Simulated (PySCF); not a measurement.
C3H3 (SMILES [C-]#CC), charge -1, singlet, geometry from GFN2-xTB (in this run its highest filled SCF level lies above zero, so its values depend strongly on the basis, on diffuse functions most of all), atoms displaced at random by about 0.08 Å a coordinate; PBE0/6-31G, gradient in PySCF.

Here is a job for PySCF.
```python
from pyscf import gto, scf, dft

mol = gto.M(
    atom='''
C     0.00595938    0.18139381    0.42210769
C    -0.03563532   -0.04922912    1.60222313
C     0.02408584    0.07825327   -1.06012148
H     0.11730438    0.97697931   -1.65989133
H     0.99310600   -0.43651421   -1.46699576
H    -0.96962412   -0.46101764   -1.60892064
''',
    basis='6-31g',
    charge=-1,
    verbose=4,
)

mf = dft.RKS(mol)
mf.xc = 'pbe0'
mf.grids.level = 1
mf.kernel()
g = mf.nuc_grad_method()
g.grid_response = True
grad = g.kernel()
```

Task: What does PySCF print? Leave out banner, timings and long lists.

Result: 
```
PySCF version 2.14.0

[INPUT] verbose = 4
[INPUT] num. atoms = 6
[INPUT] num. electrons = 22
[INPUT] charge = -1
[INPUT] spin (= nelec alpha-beta = 2S) = 0
[INPUT] symmetry False subgroup None
[INPUT] Mole.unit = angstrom
[INPUT] Symbol           X                Y                Z      unit          X                Y                Z       unit  Magmom
[INPUT]  1 C      0.005959380000   0.181393810000   0.422107690000 AA    0.011261596072   0.342784621591   0.797667929173 Bohr   0.0
[INPUT]  2 C     -0.035635320000  -0.049229120000   1.602223130000 AA   -0.067340995161  -0.093029554153   3.027762906143 Bohr   0.0
[INPUT]  3 C      0.024085840000   0.078253270000  -1.060121480000 AA    0.045515641080   0.147877248652  -2.003339255969 Bohr   0.0
[INPUT]  4 H      0.117304380000   0.976979310000  -1.659891330000 AA    0.221673151412   1.846223325267  -3.136740010240 Bohr   0.0
[INPUT]  5 H      0.993106000000  -0.436514210000  -1.466995760000 AA    1.876698352662  -0.824892306381  -2.772220212298 Bohr   0.0
[INPUT]  6 H     -0.969624120000  -0.461017640000  -1.608920640000 AA   -1.832324030572  -0.871197078193  -3.040419365760 Bohr   0.0

nuclear repulsion = 51.8977151977207
number of shells = 21
number of NR pGTOs = 78
number of NR cGTOs = 33
basis = 6-31g
ecp = {}

******** <class 'pyscf.dft.rks.RKS'> ********
method = RKS
initial guess = minao
damping factor = 0
level_shift factor = 0
DIIS = <class 'pyscf.scf.diis.CDIIS'>
diis_start_cycle = 1
diis_space = 8
diis_damp = 0
SCF conv_tol = 1e-09
SCF conv_tol_grad = None
SCF max_cycles = 50
direct_scf = True
direct_scf_tol = 1e-13
XC library pyscf.dft.libxc version 7.1.2
    S. Lehtola, C. Steigemann, M. J. T. Oliveira, and M. A. L. Marques,  SoftwareX 7, 1–5 (2018)
XC functionals = pbe0
    C. Adamo and V. Barone,  J. Chem. Phys. 110, 6158 (1999)
    M. Ernzerhof and G. E. Scuseria,  J. Chem. Phys. 110, 5029 (1999)
radial grids:
    Treutler-Ahlrichs [JCP 102, 346 (1995); DOI:10.1063/1.469408] (M4) radial grids

becke partition: Becke, JCP 88, 2547 (1988); DOI:10.1063/1.454033
pruning grids: <function nwchem_prune>
grids dens level: 1
symmetrized grids: False
atomic radii adjust function: <function treutler_atomic_radii_adjust>
small_rho_cutoff = 0
Set gradient conv threshold to 3.16228e-05
Initial guess from minao.
tot grids = 22960
init E= -115.916253300258
  HOMO = -0.304667433863772  LUMO = -0.0142665870604077  gap/eV = 7.90221
cycle= 1 E= -115.701350954815  delta_E= 0.215  |g|= 0.519  |ddm|= 2.37
  HOMO = 0.188447705452503  LUMO = 0.252709758253375  gap/eV = 1.74866
cycle= 2 E= -115.655397572012  delta_E= 0.046  |g|= 0.631  |ddm|= 2.69
  HOMO = 0.0242451260889591  LUMO = 0.271488011644072  gap/eV = 6.72782
cycle= 3 E= -115.790415055369  delta_E= -0.135  |g|= 0.197  |ddm|= 1.86
  HOMO = 0.0251502680190161  LUMO = 0.260925084317315  gap/eV = 6.41576
cycle= 4 E= -115.800590348993  delta_E= -0.0102  |g|= 0.0366  |ddm|= 0.237
  HOMO = 0.0267318666410159  LUMO = 0.260305327386244  gap/eV = 6.35586
cycle= 5 E= -115.800931327487  delta_E= -0.000341  |g|= 0.00599  |ddm|= 0.0501
  HOMO = 0.0263748708611711  LUMO = 0.26126858643469  gap/eV = 6.39178
cycle= 6 E= -115.800940458885  delta_E= -9.13e-06  |g|= 0.00252  |ddm|= 0.00986
  HOMO = 0.0262879704786219  LUMO = 0.261346292520073  gap/eV = 6.39626
cycle= 7 E= -115.800942114209  delta_E= -1.66e-06  |g|= 0.000124  |ddm|= 0.00281
  HOMO = 0.0262971360663535  LUMO = 0.26132013403067  gap/eV = 6.39530
cycle= 8 E= -115.800942120175  delta_E= -5.97e-09  |g|= 1.7e-05  |ddm|= 0.000384
  HOMO = 0.0262980679285592  LUMO = 0.2613223271377  gap/eV = 6.39534
cycle= 9 E= -115.80094212032  delta_E= -1.45e-10  |g|= 2.54e-06  |ddm|= 6.72e-05
  HOMO = 0.0262980470748129  LUMO = 0.26132255430503  gap/eV = 6.39534
Extra cycle  E= -115.800942120322  delta_E= -1.51e-12  |g|= 2.46e-06  |ddm|= 9.82e-06
converged SCF energy = -115.800942120322

******** <class 'pyscf.grad.rks.Gradients'> for <class 'pyscf.dft.rks.RKS'> ********
unit = Eh/Bohr
grid_response = True
--------------- RKS gradients ---------------
         x                y                z
0 C     0.0014945361    -0.0078553587     0.1361085874
1 C     0.0030340094     0.0139852934    -0.1119828587
2 C     0.0057420973     0.0333370236     0.0213369133
3 H     0.0070613414    -0.0232694507    -0.0026568699
4 H     0.0301009712     0.0014708536    -0.0135615811
5 H    -0.0474329554    -0.0176683611    -0.0292441910
----------------------------------------------
```
